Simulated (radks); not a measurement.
Problem. The mean radii <r> (bohr) of the occupied orbitals of an atom or ion are listed with their occupations. Calculated with a radial shooting solver on a logarithmic mesh with Libxc functionals: Dirac Kohn-Sham, LDA (Slater exchange, Perdew-Wang correlation), spin-unpolarised, spherical densities, point nucleus.

| orbital | occ. | <r> |
|---|---|---|
| 1s1/2 | 2 | 0.08594 |
| 2s1/2 | 2 | 0.4155 |
| 2p1/2 | 2 | 0.3758 |
| 2p3/2 | 4 | 0.3782 |
| 3s1/2 | 2 | 1.408 |
| 3p1/2 | 2 | 1.658 |
| 3p3/2 | 4 | 1.669 |

Name the element and its charge. Open shells, if any, are shared by 2j + 1.

Solution. Z = 18, argon, charge 0: Ar in [Ar]. The 1s radius gives Z: for a bare nucleus <r> = (2 gamma + 1)/(2Z) with gamma = sqrt(1 - (Z/c)^2), 0.08285 bohr for Z = 18, and screening makes it slightly larger (0.08594 here). The occupations add up to 18, and the charge is Z minus that.
